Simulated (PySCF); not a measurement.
H₁₀NSi₃, SMILES [NH+]([SiH3])([SiH3])[SiH3], charge +1.

Geometry: PBE0-D3(BJ)/def2-SVP. The isomer is the one that the SMILES or the coordinates give; other isomers of the formula were not compared.

Two levels are set side by side: PBE/def2-TZVP (PySCF) and PBE0/def2-TZVP (PySCF). Same geometry, gas phase. Differences are taken from unrounded values.

```tsv
quantity	PBE
orbital gap (eV)	6.47
highest occupied level (eV)	-12.99
lowest empty level (eV)	-6.52
mean polarisability (bohr³)	81.3
```

Question: These are the PBE values. What does PBE0 give? (An estimate is asked for; the answer gives what the named calculation found.)

Answer: 
| quantity | PBE0 | PBE minus PBE0 |
|---|---|---|
| orbital gap (eV) | 8.70 | -2.23 |
| highest occupied level (eV) | -14.33 | 1.34 |
| lowest empty level (eV) | -5.63 | -0.89 |
| mean polarisability (bohr³) | 78.7 | 2.6 |

Without exact exchange PBE keeps part of each electron's self-repulsion, which lifts occupied levels and narrows the gap. PBE's more diffuse valence density responds more strongly to a field. Differences between two approximate levels are no errors against the true value.

Rough cost on one machine, each run with all the roots and properties that it gave: PBE0 against PBE within a factor of 2.
